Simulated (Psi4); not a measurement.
Torsional profile of SMILES O(C)C(c1ccc([SiH3])cc1)=O (C₈H₁₀O₂Si), singlet. Scanned: dihedral C1–O2–C3–O4; all other coordinates were relaxed at GFN2-xTB. Points at φ and −φ are mirror images.

Geometry of the scan point at 60° (Å):
```
21

C      4.2437    -0.1930     0.1639
O      2.8500    -0.3362     0.3788
C      2.0692     0.7289     0.0306
O      2.0253     1.1527    -1.0963
C      1.1608     1.1658     1.1118
C      0.2089     2.1468     0.8322
C     -0.6430     2.5848     1.8241
C     -0.5767     2.0646     3.1161
Si    -1.7625     2.6829     4.4521
C      0.3792     1.0870     3.3803
C      1.2421     0.6396     2.3991
H      4.6786     0.4259     0.9546
H      4.4448     0.2595    -0.8109
H      4.6715    -1.1931     0.1996
H      0.1572     2.5461    -0.1698
H     -1.3778     3.3445     1.5979
H     -3.1366     2.4268     4.0159
H     -1.4797     1.9699     5.6980
H     -1.5577     4.1222     4.6311
H      0.4481     0.6705     4.3753
H      1.9764    -0.1212     2.6166
```

Computed with PBE-D3(BJ)/def2-SVP // GFN2-xTB (Psi4).

Scanned values (°): -150, -120, -90, -60, -30, 0, 30, 60, 90, 120, 150, 180.

Task: Locate the minima and the barriers on this grid.

Result: Lower than their neighbours: -150° (0.498 eV), 0° (0.000 eV), 150° (0.498 eV). Higher than their neighbours: -90° (0.550 eV), 90° (0.550 eV), 180° (0.531 eV). The whole profile spans 0.550 eV.
